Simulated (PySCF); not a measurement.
Species: C₄H₁₁NO₃Si.
Geometry (GFN2-xTB, Å), atoms numbered from 1 in this order:
```
atom  x, y, z in Å
C1     3.3071    0.6117   -1.1217
N2     1.8831    0.4340   -1.2223
Si3    0.9531   -0.2983    0.0088
O4     1.4637    0.2417    1.4548
O5    -0.5461    0.1970   -0.4217
C6    -1.7585   -0.4229   -0.2111
C7    -2.8957    0.5944   -0.3591
C8    -1.8548   -1.1186    1.1210
O9    -0.9452   -1.2640    1.8872
H10    3.5804    1.5718   -0.6718
H11    3.7692    0.5451   -2.1099
H12    3.7075   -0.1783   -0.4932
H13    1.4458    1.1239   -1.8107
H14    1.1020   -1.7513   -0.0843
H15    1.0329   -0.0784    2.2458
H16   -1.8977   -1.2244   -0.9622
H17   -2.8337    1.0553   -1.3404
H18   -2.7901    1.3718    0.3935
H19   -3.8624    0.1108   -0.2505
H20   -2.8657   -1.5105    1.3413
```

Computed at PBE0/pcSseg-1 (PySCF, non-relativistic), with Q(14N) = 0.02044 b, Q(17O) = −0.0256 b: N2, 14N (I = 1): χzz = -5.177 MHz, η = 0.362; O4, 17O (I = 5/2): χzz = -8.747 MHz, η = 0.425; O5, 17O (I = 5/2): χzz = -10.36 MHz, η = 0.386; O9, 17O (I = 5/2): χzz = 11.56 MHz, η = 0.536.

Where would the pure quadrupole (NQR) lines of 14N at N2 fall for the rigid, isolated species?

From ν± = (3/4)|χ|(1 ± η/3) and ν0 = |χ|η/2: ν+ 4.351 MHz, ν− 3.414 MHz, ν0 0.937 MHz (silicon-bound nitrogen).

Where would the pure quadrupole (NQR) lines of 17O at O4 fall for the rigid, isolated species?

From the eigenvalues of H = χ/[4I(2I − 1)] × [3Iz² − I(I + 1) + η(Ix² − Iy²)], steps between neighbouring levels, labelled as for η = 0: ±1/2↔±3/2 1.549 MHz, ±3/2↔±5/2 2.539 MHz (silanol oxygen).

Where would the pure quadrupole (NQR) lines of 17O at O5 fall for the rigid, isolated species?

From the eigenvalues of H = χ/[4I(2I − 1)] × [3Iz² − I(I + 1) + η(Ix² − Iy²)], steps between neighbouring levels, labelled as for η = 0: ±1/2↔±3/2 1.788 MHz, ±3/2↔±5/2 3.023 MHz (silyl ether oxygen).

Where would the pure quadrupole (NQR) lines of 17O at O9 fall for the rigid, isolated species?

From the eigenvalues of H = χ/[4I(2I − 1)] × [3Iz² − I(I + 1) + η(Ix² − Iy²)], steps between neighbouring levels, labelled as for η = 0: ±1/2↔±3/2 2.207 MHz, ±3/2↔±5/2 3.301 MHz (aldehyde oxygen).

In a crystal, neighbours and librations shift these lines. GFN2-xTB bond lengths can be off by several hundredths of an ångström, more for odd bonds, and the gradients follow them. With a basis this small, the couplings can be 20 % off.

These values come from a run that also computed NMR shieldings. On one thread, Arm Neoverse N1 (aarch64), shared host with 64 logical CPUs at a one-minute load of 60, this took 83 s wall and 1.0 GiB of memory at its peak.

One conformer stands for the species.
